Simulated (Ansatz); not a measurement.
**Energy differences in AgO (charge +1)**

Calculated in Ansatz's Gaussian-basis code. Basis cc-pwCVTZ-PP on Ag, cc-pVTZ on O, scalar-relativistic core potentials (28 electrons on Ag), no spin–orbit coupling, 1 orbital frozen in the corrections; active space CAS(14,9). Restricted Hartree–Fock, then the lowest state-specific CASSCF solution met for each case. Single-reference values can break down or jump between states where bonds are stretched. Unlike active orbitals can shift such differences by tenths of an eV, at times by over 1 eV.

Case A, singlet: bond length 2.0030 Å.

Case B, triplet: the shape of A.

Energy less that of case A, in eV:

```json
{"case": "B", "RHF/ROHF": "-3.247", "CASSCF": "-1.919"}
```

Problem. What does SC-NEVPT2 give for these differences?

Solution. B: -2.156 eV (-49.7 kcal/mol).

Problem. Which case is lowest, and do the methods agree?

Solution. B is lowest in SC-NEVPT2. Of the methods shown, RHF/ROHF, CASSCF agree.
